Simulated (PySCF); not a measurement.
AlHF2, SMILES [F][AlH][F]. Atoms are numbered in the order given.

```xyz
4

Al     0.0000     0.0000     0.4283
H      0.0000     0.0000     1.9817
F      0.0000    -1.4088    -0.4194
F      0.0000     1.4088    -0.4194
```

Geometry: B3LYP-D3(BJ)/def2-TZVP.

Method: B3LYP/pcJ-1 (PySCF).

Isotropic couplings with Fermi-contact, spin-dipole and both spin-orbit terms, one fixed conformer, no vibrational averaging. Isotopes: 19F, 1H.

Computed spin–spin coupling constants:
```csv
pair,bonds apart,J (Hz)
H2–F3,2,101.5
H2–F4,2,101.5
F3–F4,2,-144.3
```
